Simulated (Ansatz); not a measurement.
Geometry optimisation, RKS B3LYP-D4/def2-SVP in Ansatz.

Input file:

```yaml
crystal:
  periodic: [false, false, false]
  atoms:
    - { symbol: B, position_ang: [0.033701, -0.493047, -0.471406] }
    - { symbol: Cl, position_ang: [0.04287, 0.033183, 2.548665] }
    - { symbol: Cl, position_ang: [1.534192, 0.260745, -0.963972] }
    - { symbol: Cl, position_ang: [-1.514771, 0.197714, -0.879494] }
    - { symbol: H, position_ang: [0.076388, -1.554192, 0.07323] }
    - { symbol: H, position_ang: [-0.054581, -1.115003, 1.879277] }
basis:
  gaussian: { orbitals: def2-SVP }
hamiltonian:
  xc: b3lyp
  dispersion: d4
relax:
  f_tol: 0.03
  max_steps: 50
```

Launched with:

```bash
$ ansatz run input.yaml --threads 2 --pin off --max-ram 3072MiB --backend cpu --events-out ev --progress --plain --runs-dir out
```

Problem. Where does it end, and by what steps?

Solution. It converged. After 11 steps the energy has fallen by 0.084 eV; H6 moved furthest, 0.70 Å.

```
step  energy less start (eV)  largest force component (eV/Å)  accepted
   0                  0.0000                           0.980       yes
   1                 -0.0263                           0.607       yes
   2                 -0.0230                           0.858        no
   3                 -0.0600                           0.360       yes
   4                 -0.0711                           0.090       yes
   5                 -0.0745                           0.125       yes
   6                 -0.0746                           0.415       yes
   7                 -0.0799                           0.108       yes
   8                 -0.0828                           0.042       yes
   9                 -0.0830                           0.088       yes
  10                 -0.0652                           0.513        no
  11                 -0.0838                           0.013       yes
```

```xyz
6
Properties=species:S:1:pos:R:3
B 0.045 -0.499 -0.665
Cl 0.091 0.071 2.559
Cl 1.527 0.338 -1.062
Cl -1.511 0.236 -0.973
H 0.095 -1.617 -0.240
H -0.130 -1.200 2.566
```

Time of the run: 24 s on 2 threads of Intel(R) Xeon(R) Platinum 8375C CPU @ 2.90GHz (Ice Lake) (shared host), peak memory 0.18 GiB.
